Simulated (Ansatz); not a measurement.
FGeH3 (SMILES [F][GeH3]) moved off its minimum; all values from Ansatz (a first-principles code), cores frozen in correlated methods.
(charge 0, multiplicity 1)
```xyz
5

Ge    -0.3586     0.0306     0.0444
F      1.2396    -0.4788     0.1772
H     -0.9552    -0.9370    -1.0605
H      0.0335     1.4287    -0.6357
H     -0.9697     0.1904     1.2036
```

Give the forces (eV/Å), the total energy and the dipole at CCSD(T)/aug-cc-pVTZ.


```tsv
atom	Fx	Fy	Fz
Ge1	1.590	0.912	-7.248
F2	2.113	-1.192	0.746
H3	-0.048	0.387	0.718
H4	-0.787	-0.515	0.315
H5	-2.867	0.409	5.469
```
Energy -2177.0523 hartree, dipole 2.29 D.
